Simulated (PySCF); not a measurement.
## Working with the constants of PdO

PBE0 constants of PdO, ³Π (triplet), unpaired electrons σ ↑, π ↑ (basis Pd def2-TZVPP with ECP28, O def2-TZVPP; scalar-relativistic core potentials; PySCF 2.14; masses 105.9035 and 15.9949 u):

```
ωe                  : 593.3 cm⁻¹
ωexe                : 4.54 cm⁻¹
Be                  : 0.36458 cm⁻¹
αe                  : 0.00385 cm⁻¹
D (centrifugal)     : 5.51e-07 cm⁻¹
De to Pd (4d10) + O : 2.50 eV
```

Task: Give the vibrational terms G(v) and spacings up to v = 3.

Result: G(v) = ωe(v+½) − ωexe(v+½)².

| v | G(v) (cm⁻¹) | G(v) − G(v−1) | Bv (cm⁻¹) |
| --- | --- | --- | --- |
| 0 | 296 |  | 0.3627 |
| 1 | 880 | 584 | 0.3588 |
| 2 | 1455 | 575 | 0.3550 |
| 3 | 2021 | 566 | 0.3511 |

Task: How well does the Morse estimate ωe²/(4ωexe) reproduce De, and what is D0?

Result: It gives 2.40 eV, 96 % of the computed De. D0 = De − G(0) = 2.50 − 0.04 = 2.46 eV.

The metal atom is held in its measured ground configuration; semilocal functionals can put another filling of s and d lower by some tenths of an eV, and De to that atom would be smaller. These are scalar-relativistic numbers at best; spin–orbit coupling would shift them, the dissociation energy most. With d or f electrons several states lie close, and the lowest PBE0 determinant need not be the measured ground state.
